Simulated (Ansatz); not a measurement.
Consider the substitution at a C–C bond: `CCCCOC` + `[CH3][GeH]([OH])[F]` → `CC[O][GeH]([CH3])[F]` + `CCOC`.

Program: Ansatz. Geometries: PBE0-D4/def2-TZVP. ΔE: electronic, gas phase. CCSD(T)/CBS adds triple-zeta CCSD(T) − MP2 to the extrapolated MP2 energy (def2 sets, frozen cores). Functionals use def2-TZVPP. B3LYP here is the variant with VWN-RPA as its local correlation; programs differ in this. For Ge outer-core shells are correlated without core-valence functions, which leaves a few kJ/mol of doubt a bond. Scalar relativity is left out up to krypton. One conformer a species, not always the lowest.

Question: Is it downhill or uphill in electronic energy at CCSD(T)/CBS, and by how much? (Best estimate.)

Answer: Computed: Uphill: ΔE = +41.5 kJ/mol.

Question: What do these levels give: B3LYP-D4, ωB97M-V, B2PLYP, r2SCAN, PBE0, B3LYP, HF/def2-TZVPP, MP2/def2-TZVPP, SCS-MP2/def2-TZVPP, CCSD/def2-TZVPP, MP2/def2-QZVPP, SCS-MP2/def2-QZVPP? (An estimate is asked.)

Answer: The calculation gave: B3LYP-D4 32.5, ωB97M-V 38.8, B2PLYP 35.6, r2SCAN 36.3, PBE0 39.2, B3LYP 31.8, HF/def2-TZVPP 31.2, MP2/def2-TZVPP 44.5, SCS-MP2/def2-TZVPP 39.9, CCSD/def2-TZVPP 39.6, MP2/def2-QZVPP 45.6, SCS-MP2/def2-QZVPP 41.3 kJ/mol.

Largest T1 diagnostic among the species: 0.011.

In def2-TZVPP, CCSD(T) changes the Hartree–Fock value by +8.4 kJ/mol (the triples alone add +0.0 kJ/mol) and MP2 by +13.2 kJ/mol. From PBE to PBE0 (25 % exact exchange), in def2-TZVPP and without D4, ΔE moves by +3.2 kJ/mol.
